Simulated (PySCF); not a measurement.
ClH₂Si, SMILES [SiH2]Cl (connectivity only; charge and spin as stated), charge +1, multiplicity 1. Geometry optimised at PBE-D3(BJ)/def2-TZVP. The spin state was assumed, not searched. The isomer is the one that the SMILES or the coordinates give; other isomers of the formula were not compared.

PySCF with TDA-ωB97X/def2-TZVPD puts the lowest singlet excitations at 5.05, 6.78, 7.02, 7.29, 8.12, 8.75 eV.

Task: What are the lowest excitation roots from ADC(2)/aug-cc-pVDZ run with PySCF? (The exact figures need the calculation; the answer reports its results.)

Result: 5.04, 6.38, 7.40, 7.45, 8.16, 8.85 eV. S1 differs by -0.02 eV (second minus first; roots are paired by order, and the bases may differ).
